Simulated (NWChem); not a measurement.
A series in which one site is exchanged, each optimised at PBE0/def2-SVP with NWChem, gas phase unless a solvent is named. All stand in one matching conformer (torsions within 35°), which need not be the lowest. Some are not confirmed as minima by frequencies. def2 effective core potentials on Bi; no spin-orbit coupling.

A: [OH][Sc]([Cl])[OH] (ScH2O2Cl; site = Sc)
B: [OH][Ga]([OH])[Cl] (GaH₂O₂Cl; site = Ga)
C: [Bi]([OH])([OH])[Cl] (BiH$_{2}$O$_{2}$Cl; site = Bi)
D: B(Cl)(O)O (BH₂O₂Cl; site = B)

Q: Rank them by orbital gap (eV), PBE0/def2-SVP, lowest first.

A: A (6.29), C (6.91), B (7.95), D (10.29)
